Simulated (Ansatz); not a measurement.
Single points on [CrO3Cl]- (CrClO3⁻).

```yaml
crystal:
  periodic: [false, false, false]
  atoms:
    - {symbol: Cr, position_ang: [0.077299, 0.133266, 0.055566]}
    - {symbol: O, position_ang: [0.061669, 0.069999, 1.629158]}
    - {symbol: O, position_ang: [1.548711, 0.096237, -0.504804]}
    - {symbol: O, position_ang: [-0.706443, 1.392064, -0.475107]}
    - {symbol: Cl, position_ang: [-0.981237, -1.691556, -0.704793]}
basis:
  gaussian: {orbitals: def2-TZVPD, initial_orbitals: start.molden}
total_charge: -1
hamiltonian: {xc: {name: LC-wPBE, parameters: {omega: 0.1/bohr}}}
scf: {omitted_lower_state_checks: [starts]}
output: {orbitals: {seedname: orbitals}}
```

The file start.molden holds the orbitals of an earlier run on this structure, at another level or in another basis.

```sh
$ ansatz run in.yaml --threads 4 --pin off --events-out ev --progress --plain --max-ram 3916MiB
```

It prints (some lines left out):

```
Functional definition: LC-wPBE
1274 factors; their error is unknown
69 factors; integrals over basis functions are off by at most 3.0e-5 eV
mean field evaluation 1: about -47080.4534 eV, gradient 1.5e1 eV
mean field evaluation 2: about -47080.6618 eV, gradient 2.4e-1 eV
mean field evaluation 4: about -47080.6504 eV, gradient 6.5e-2 eV
mean field -47080.65043310 eV, -1730.1819910053 hartree, gradient 3.4e-5 eV, S^2 0.000000; 0 other end points of the search recorded, 0 dependent functions left out
reference -47080.65043325 eV, -1730.1819910108 hartree; 33, 33 occupied and 181, 181 virtual orbitals, 1274 factors
Total energy: -47080.65043325 eV, -1730.1819910108 hartree
Checks for a lower state left out: starts
```

Hardware: 4 threads of Arm Neoverse V1 on a shared host. Wall time 4 s.

The first input with `hamiltonian: {xc: {name: B3LYP}, dispersion: d4}` (abridged; 4.2 s):

```
Functional definition: B3LYP
mean field -47094.38669642 eV, -1730.6867893716 hartree, gradient 1.1e-5 eV, S^2 0.000000
Total energy: -47094.68577334 eV, -1730.6977802456 hartree
Checks for a lower state left out: starts
```

As the first input, with `correlation: {method: mp2}` and without the key `hamiltonian` (abridged; 15 s):

```
Functional definition: HF
mean field -47003.91394963 eV, -1727.3619772516 hartree, gradient 2.8e-6 eV, S^2 0.000000; unrestricted orbitals would lower it
mean field evaluation 16: about -47002.3953 eV, gradient 1.9e1 eV
unrestricted determinant -47005.91279586 eV, -1727.4354334959 hartree, S^2 2.0504
13 core orbitals not correlated: weight in the atoms' cores, before any rotation towards them, 1.000 or more for the frozen orbitals, at most 0.000 for the correlated occupied ones
second order -49.19739298 eV of doubles, -0.00000000 eV of singles
Total energy: -47053.11134261 eV, -1729.1699480965 hartree
Checks for a lower state left out: starts
```

First input, but with `hamiltonian: {xc: lda}` (abridged; 1.5 s):

```
Functional definition: SPW92
mean field -46951.45374702 eV, -1725.4341003648 hartree, gradient 2.1e-5 eV, S^2 0.000000
Total energy: -46951.45380498 eV, -1725.4341024946 hartree
Checks for a lower state left out: starts
```

The first input with `hamiltonian: {xc: {name: wB97M-V}}` (abridged; 12 s):

```
Functional definition: wB97M-V
mean field -47088.46908808 eV, -1730.4693212763 hartree, gradient 2.0e-5 eV, S^2 0.000000
Total energy: -47088.46915996 eV, -1730.4693239178 hartree
Checks for a lower state left out: starts
```

As the first input, with `hamiltonian: {xc: {name: BHLYP}, dispersion: d4}` (abridged; 4.7 s):

```
Functional definition: BHLYP
mean field -47086.09750306 eV, -1730.3821671344 hartree, gradient 2.0e-5 eV, S^2 0.000000
Total energy: -47086.33940581 eV, -1730.3910568965 hartree
Checks for a lower state left out: starts
```

First input, but with `hamiltonian: {xc: {name: LC-wPBE, parameters: {omega: 0.3/bohr}}}` (abridged; 3.1 s):

```
Functional definition: LC-wPBE
mean field -47080.76440157 eV, -1730.1861792693 hartree, gradient 1.5e-5 eV, S^2 0.000000
Total energy: -47080.76440158 eV, -1730.1861792698 hartree
Checks for a lower state left out: starts
```

Geometry: PBE0-D4/def2-SVPD.

B3LYP takes the VWN-RPA correlation. Correlated methods freeze 13 core orbitals; core or outer-core shells of Cr are correlated, in sets that lack core-valence functions. The restricted singlet is unstable towards broken spin symmetry in Hartree–Fock (as tested in another run); at LC-ωPBE (ω = 0.10 bohr⁻¹)/def2-TZVPD, B3LYP-D4/def2-TZVPD, LDA (SPW92)/def2-TZVPD, ωB97M-V/def2-TZVPD and others this wasn't settled. At MP2/def2-TZVPD the restricted singlet (for correlated methods, its reference) is unstable: a solution with broken spin symmetry lies lower.
